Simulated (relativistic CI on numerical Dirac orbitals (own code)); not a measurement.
**Hyperfine structure of Cs¹⁸⁺, mass number 133**

Computed by Dirac-Coulomb-Breit CI, KLI orbitals optimised for each configuration, model QED (radiative potential, 1s self-energy scaled to tabulated hydrogen-like ionisation energies), unscaled Slater integrals (own radial code, finite nucleus).

Configuration list (outside the closed core [Ar] 3d10): 4s2 4p6 4d, 4s2 4p5 4d2, 4s2 4p6 4f, 4s 4p6 4d2, 4s2 4p5 4d 4f, 4s2 4p6 5s, 4s 4p6 4d 4f, 4s2 4p6 5p, 4s2 4p6 5d, 4s2 4p5 4d 5s, 4p6 4d3, 4p5 4d4, 4p5 4d3 4f. Double excitations out of closed p, d and f shells are left out; levels of such configurations are missing from the list, as are those of other unlisted configurations, and high levels can miss mixing partners. These lack a partner that the ground configuration has and come out too high: 4s2 4p5 4d 5s.

Nuclear spin I = 7/2, μ = 2.5778 μN, Q = -0.0034 b (tables of Stone and Pyykkö). The electronic factors are computed for point nuclear moments, without core polarisation or the Bohr-Weisskopf and QED corrections.

| Level | E (cm⁻¹) | A (MHz) | B (MHz) |
| --- | --- | --- | --- |
| 4s2 4p6 4d 2D_3/2 | 0 | 4689 | -14 |
| 4s2 4p6 4d 2D_5/2 | 25744 | 1970 | -18.3 |
| 4s2 4p5 4d2 4D°_1/2 | 668897 | 1491 |  |
| 4s2 4p5 4d2 4D°_3/2 | 673242 | 4736 | -26.9 |
| 4s2 4p5 4d2 4D°_5/2 | 685078 | 4296 | -14.5 |
| 4s2 4p5 4d2 4G°_9/2 | 708455 | 5318 | 85.3 |
| 4s2 4p5 4d2 4G°_11/2 | 716091 | 4614 | 82.9 |
| 4s2 4p5 4d2 4P°_5/2 | 719412 | 3960 | -24.2 |

Levels with J = 0, under 50 % of one LS term, or S terms without an open s electron are left out. Small factors come from cancelling terms and can be off by tens of per cent or more.

At this charge energies of transitions that change n are usually good to better than 1 %, and those within a shell (Δn = 0) to a few per cent.

Problem. Give the hyperfine levels of 4s2 4p6 4d 2D_3/2 relative to its centre of gravity.

Solution. With K = F(F + 1) − I(I + 1) − J(J + 1), E = AK/2 + B[¾K(K + 1) − I(I + 1)J(J + 1)]/[2I(2I − 1)J(2J − 1)]: F = 2: -31660, F = 3: -17580, F = 4: 1179, F = 5: 24610 MHz.

LS names give the leading component of a level, which can be under half, so a name can repeat, a term be missing and a line seem to break the LS rules.
